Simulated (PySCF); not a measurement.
## Calculated data, FH4OSi2

Computed with PySCF 2.14.0. Calculation on a computer-drawn molecule: the log of a Hartree-Fock and frozen-core CCSD(T) single point meant for a local Hartree-Fock minimum, with one planted fault or none, to be diagnosed. Offsets are logged minus clean, where the clean run is the same molecule without the fault. The reference is restricted for singlets and unrestricted otherwise, and also for a bond in bohr or an excited solution. Adding or removing an electron swaps singlet and doublet. The excited solution moves the top pair (singlet) or top alpha electron (doublet) to the lowest empty orbital. Highest occupied and lowest empty are orbital energies over both spins, largest force is the largest gradient component, triples share is (T) over the correlation energy, the T1 limit is 0.02 restricted and 0.045 unrestricted, electrons count all cores, a negative frequency is imaginary (commonest isotopes), and the dipole is about the centre of nuclear charge.

### FH4OSi2

Logged structure:
```xyz
8
FH4OSi2
O     -0.8145     0.8471     0.6804
Si    -0.6887    -0.0188    -0.6658
F      0.4201    -1.1550    -0.6231
Si     0.3649     1.7208    -1.9485
H     -1.1999     0.5776     1.5069
H     -1.9126    -0.5232    -1.2704
H      1.7870     2.0422    -1.7780
H     -0.9414     3.4098    -3.7205
```

- meant charge: 1
- meant multiplicity: 1
- meant basis: cc-pV(D+d)Z
- logged electrons: 48
- logged basis functions: 94
- logged SCF converged: yes
- logged spin squared: 0.8681
- logged highest occupied: -15.936 eV
- logged lowest empty: -6.1421 eV
- logged largest force: 0.0089527 hartree/bohr
- logged T1 diagnostic: 0.036271
- logged D1 diagnostic: 0.17345
- logged triples share: 0.024678
- logged CC converged: yes
- logged dipole magnitude: 4.4179 debye
- logged SCF stable within its kind: yes
- logged energy HF: -754.20611 hartree
- logged energy CCSD(T): -754.78367 hartree
- possible faults: no fault, one electron removed, one electron added, multiplicity raised by two, geometry at a saddle point, SCF held on an excited solution, minimal basis STO-3G, one bond length entered in bohr, all coordinates scaled
- planted fault: one bond length entered in bohr, row 7 of the drawn bonds
- HF energy offset from clean run: 67.75 kcal/mol
- CCSD(T) energy offset from clean run: 75.68 kcal/mol

Drawn bonds:
```tsv
atom	other atom	order
1	2	1
2	3	1
2	4	1
1	5	1
2	6	1
4	7	1
4	8	1
```
